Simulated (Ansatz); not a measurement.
Consider the ligand exchange at a Ge–N bond: `B[NH][GeH]([CH3])[F]` + H–F → `[CH3][GeH]([F])[F]` + `BN`.

Computed with Ansatz on PBE0-D4/def2-TZVP structures; ΔE is electronic, products minus reactants. CBS: MP2 limit from def2 TZ/QZ plus the TZ coupled-cluster correction, frozen cores. This one scheme is used for every species. DFT in def2-TZVPP. For Ge outer-core shells are correlated without core-valence functions, which leaves a few kJ/mol of doubt a bond. Scalar relativity is left out up to krypton. One conformer a species, not always the lowest.

`B[NH][GeH]([CH3])[F]`:

Cartesian coordinates in Å:
```
B -1.317 -1.173 1.550
N -0.747 -0.867 0.314
Ge -0.078 0.774 -0.175
C 1.577 0.606 -1.158
F -1.220 1.459 -1.304
H -1.729 -2.279 1.758
H -1.377 -0.319 2.389
H -0.708 -1.595 -0.386
H -0.085 1.672 1.064
H 1.901 1.586 -1.509
H 2.354 0.179 -0.523
H 1.428 -0.042 -2.022
```

H–F:

Z-matrix (Å, degrees):
```
F
H 1 0.920
```

`[CH3][GeH]([F])[F]`:

```xyz
8

C     0.937    0.485   -0.087
Ge   -0.747   -0.399    0.186
F    -0.763   -1.852   -0.754
F    -1.997    0.575   -0.512
H     0.948    1.441    0.437
H     1.752   -0.137    0.284
H     1.076    0.659   -1.154
H    -1.206   -0.773    1.598
```

`BN`:

Z-matrix (Å, degrees):
```
B
N 1 1.385
H 1 1.197 2 119.0
H 1 1.197 2 119.0 3 -180.0
H 2 1.006 1 123.2 3 -0.0
H 2 1.006 1 123.2 3 180.0
```

**Question.** Is it downhill or uphill in electronic energy at CCSD(T)/CBS, and by how much? (Best estimate.)

**Answer.** The calculation gave: Downhill: ΔE = -52.4 kJ/mol.

**Question.** What do these levels give: r2SCANh-D4, BHLYP-D4, MP2/def2-SVP, SCS-MP2/def2-TZVPP, HF/def2-QZVPP, MP2/def2-QZVPP? (Estimate.)

**Answer.** Ansatz gave: r2SCANh-D4 -66.7, BHLYP-D4 -64.6, MP2/def2-SVP -65.1, SCS-MP2/def2-TZVPP -56.9, HF/def2-QZVPP -77.0, MP2/def2-QZVPP -50.8 kJ/mol.

Largest T1 diagnostic among the species: 0.012.

The D4 term adds +9.1 kJ/mol with B3LYP and +5.1 kJ/mol with PBE0; it sums over pairs of atoms, weighted by their polarisabilities, and B3LYP, whose exchange is more repulsive, gets the larger term. From BLYP to BHLYP (50 % exact exchange), in def2-TZVPP and without D4, ΔE moves by +6.2 kJ/mol.

B3LYP here is the variant with VWN-RPA as its local correlation; programs differ in this.
